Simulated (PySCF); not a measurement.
Deuteron quadrupole couplings in `CCCC#CC[SiH3]`

C6H12Si.
Atom-mapped SMILES: `[CH3:1][CH2:2][CH2:3][C:4]#[C:5][CH2:6][SiH3:7]` (hydrogens: H8, H9, H10 on C1; H11, H12 on C2; H13, H14 on C3; H15, H16 on C6; H17, H18, H19 on Si7)

Geometry (GFN2-xTB, Å), atoms numbered from 1 in this order:
```xyz
19
C6H12Si angstrom
C     -1.6873    1.5986    0.4589
C     -2.2650    0.4514   -0.3597
C     -1.3672    0.1008   -1.5522
C     -0.0795   -0.3994   -1.1073
C      0.9695   -0.8124   -0.6983
C      2.2304   -1.2998   -0.1901
Si     2.5006   -0.7490    1.6199
H     -0.6867    1.3444    0.8025
H     -1.6247    2.5039   -0.1421
H     -2.3113    1.8054    1.3254
H     -2.3726   -0.4309    0.2754
H     -3.2563    0.7248   -0.7289
H     -1.2128    0.9908   -2.1704
H     -1.8542   -0.6608   -2.1693
H      2.2449   -2.3908   -0.2582
H      3.0406   -0.9245   -0.8209
H      1.4227   -1.2752    2.4583
H      2.5074    0.7134    1.6801
H      3.7916   -1.2814    2.0640
```

Level: PBE0/pcSseg-1 (PySCF, non-relativistic); Q(2H) = 0.00286 b; rigid geometry, the same for H and D, with no vibrational averaging.

Question: Rank these positions by the coupling χzz of a deuteron there, largest first.
A. H15 (methylene hydrogen)
B. H17 (Si–H hydrogen)
C. H9 (methyl hydrogen)
D. H14 (methylene hydrogen)

Answer: C (211 kHz), A (206 kHz), D (201 kHz), B (109 kHz).

Give the electric field gradient Vzz (the principal value of largest size), its asymmetry and the 2H coupling at each hydrogen.

| atom | bonded to | bond length (Å) | Vzz (au) | η | χzz (kHz) |
| --- | --- | --- | --- | --- | --- |
| H8 | C1 | 1.088 | 0.3113 | 0.02 | 209 |
| H9 | C1 | 1.088 | 0.3144 | 0.02 | 211 |
| H10 | C1 | 1.088 | 0.3168 | 0.02 | 213 |
| H11 | C2 | 1.092 | 0.3016 | 0.02 | 203 |
| H12 | C2 | 1.093 | 0.3032 | 0.02 | 204 |
| H13 | C3 | 1.095 | 0.2986 | 0.02 | 201 |
| H14 | C3 | 1.095 | 0.2992 | 0.02 | 201 |
| H15 | C6 | 1.093 | 0.3067 | 0.03 | 206 |
| H16 | C6 | 1.093 | 0.3067 | 0.03 | 206 |
| H17 | Si7 | 1.463 | 0.1626 | 0.01 | 109 |
| H18 | Si7 | 1.464 | 0.1624 | 0.01 | 109 |
| H19 | Si7 | 1.465 | 0.1612 | 0.01 | 108 |

Average by the element that carries the hydrogen.

on C: 206 kHz over 9 positions, mean bond length 1.092 Å; on Si: 109 kHz over 3 positions, mean bond length 1.464 Å.

The structure is a single GFN2-xTB conformer in the gas phase; no vibrational or solvent corrections. GFN2-xTB bond lengths can be off by several hundredths of an ångström, more for odd bonds, and the gradients follow them. A larger basis could move these couplings by a tenth or more.
